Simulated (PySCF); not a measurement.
A structure optimised at PBE-D3(BJ)/def2-SVP, used in a PySCF frequency run:

```
S
Si 1 2.1407
H 2 1.4978 1 106.44
H 2 1.5001 3 111.56 1 -122.27
Cl 2 2.0896 3 109.04 4 -116.91
Ge 1 2.2660 2 97.72 3 176.05
H 6 1.5465 1 109.75 2 -86.08
H 6 1.5469 7 111.03 1 115.62
H 6 1.5498 7 110.99 8 124.29
```

Question: Write its SMILES and formula.

Answer: Cl[SiH2][S][GeH3], ClGeH₅SSi

Question: What are its rotational constants (standard atomic weights)?

Answer: 3.1184, 1.1115, 0.88495 GHz
